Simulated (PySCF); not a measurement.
**Gallium: a sound run and one with changed settings**

Sound run: Ga+ [Ar] 3d10 4s2, Ga(2+) [Ar] 3d10 4s1. All numbers are calculated (PySCF 2.14, the non-relativistic Hamiltonian (point nucleus), in def2-SVP (5s4p3d, 32 functions)). In the sound run the correlated levels freeze [Ar] 3d10. The sound run starts from symmetry-adapted Hartree-Fock orbitals and uses a fine grid where one is needed.

Changed run: basis STO-3G. This setting is unsound on purpose.

| species | method | sound run (hartree) | changed run (hartree) | converged |
| --- | --- | --- | --- | --- |
| Ga+ | UHF | -1922.77019 | -1900.61973 | yes |
| Ga+ | TPSS | -1924.32931 | -1901.74696 | yes |
| Ga+ | B3LYP | -1924.39200 | -1901.76648 | yes |
| Ga+ | MP2 | -1922.79468 | -1900.64155 | yes |
| Ga+ | CCSD(T) | -1922.80665 | -1900.65720 | yes |
| Ga(2+) | UHF | -1922.09180 | -1900.00347 | yes |
| Ga(2+) | TPSS | -1923.58719 | -1901.08392 | yes |
| Ga(2+) | B3LYP | -1923.63739 | -1901.09312 | yes |

Ionisation energy of Ga+:

```csv
method,sound run (eV),changed run (eV)
UHF,18.460,16.769
TPSS,20.194,18.042
B3LYP,20.534,18.323
MP2,19.126,17.363
SCS-MP2,19.260,17.482
CCSD,19.452,17.789
CCSD(T),19.452,17.789
CCSDT,19.452,17.789
FCI,19.452,17.789
```

A minimal basis cannot let orbitals breathe on ionisation and holds almost no correlation.

For comparison, NIST gives 20.515 eV between the lowest levels.
